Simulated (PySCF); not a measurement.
Au(Cl)(CO) cation (CAuClO), SMILES [Au](<-[C-]#[O+])[Cl] (connectivity only; charge and spin as stated), charge +1, multiplicity 2.

Geometry optimised at B3LYP-D3(BJ)/def2-SVP. The multiplicity is an assumed one; other spin states were not compared. The isomer is the one that the SMILES or the coordinates give; other isomers of the formula were not compared. The def2 effective core potentials stand for the cores of Au; spin–orbit coupling is left out.

Calculation: PySCF 2.14.0 with B3LYP-D3(BJ)/def2-SVP.

Frequencies are harmonic and unscaled.

Computed normal modes with their intensities:
```csv
mode,ν (cm⁻¹),IR (km/mol),moving atoms (share of kinetic energy)
1,41,1.2,"Cl 39 %, O 33 %, Au 23 %"
2,272,14.8,"Cl 83 %, Au 16 %"
3,321,3.6,"C 78 %, O 21 %"
4,323,0.6,"C 77 %, O 22 %"
5,361,20.1,"O 52 %, C 37 %, Au 8 %"
6,2325,312.5,"C 59 %, O 41 %"
```
